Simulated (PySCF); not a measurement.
C₅H₁₀Si.
SMILES: `C1[SiH2]CC1C=C`

Jobs on this species (16 atoms, 54 electrons) with PySCF (density fitting). Hardware of each: Arm Neoverse V1, one thread, no GPU (shared host). Times come from a shared host and carry two figures at best.

Question: Rank these jobs by wall time, shortest first.
A. HF/pcSseg-1; shieldings; 159 basis functions
B. OPBE/pcSseg-1; shieldings; 159 basis functions
C. PBE0-D3(BJ)/def2-SVP, grid level 1; geometry optimisation from a GFN2-xTB start; 138 basis functions

Answer: A (7.5 s), B (25 s), C (93 s).

All jobs:

```
                level and settings                                         work  basis functions  SCF cycles  wall time
                       HF/pcSseg-1                                   shieldings              159          10      7.5 s
                      LDA/pcSseg-1                                   shieldings              159          15       21 s
                     OPBE/pcSseg-1                                   shieldings              159          14       25 s
                     BP86/pcSseg-1                                   shieldings              159          15       26 s
                     BLYP/pcSseg-1                                   shieldings              159          15       26 s
                      PBE/pcSseg-1                                   shieldings              159          15       26 s
PBE0-D3(BJ)/def2-SVP, grid level 1  geometry optimisation from a GFN2-xTB start              138          80       93 s
```

Q: What do all jobs in the table cost together?

A: About 3.7 min; the longest takes about 41 % of that, and about 12 times as long as the shortest.
